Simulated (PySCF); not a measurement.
System: sum formula Si2H4Cl, charge -1, multiplicity 1. It need not be the lowest isomer of its formula. Whether it binds its extra electron was not tested at this geometry. 
Geometry from a B3LYP-D3(BJ)/def2-TZVP (Ansatz) optimisation:
```
Si
H 1 1.5027
H 1 1.5033 2 103.03
H 1 1.5081 2 102.81 3 -107.40
Si 1 2.3919 2 113.78 3 132.08
H 5 1.5339 1 90.32 2 -170.51
Cl 5 2.2595 6 95.69 1 -95.61
```
Charge -1, spin multiplicity 1.

Dispersion corrections to the total energy (kcal/mol) from the dftd3 and dftd4 libraries through PySCF: D3(BJ) without and D4 with the three-body term, each with the damping fitted for the functional named.

```
functional  D3(BJ)      D4
----------  ------  ------
HSE06        -3.16       ?
LC-wPBE      -4.31       ?
B2PLYP       -4.00   -3.39
revPBE       -9.41  -13.01
TPSS         -5.29       ?
r2SCAN       -1.11   -1.13
B3LYP        -7.73   -7.97
```

### Question
What belongs in the gaps?

### Answer

- HSE06, D4: -3.92
- LC-wPBE, D4: -5.52
- TPSS, D4: -6.56
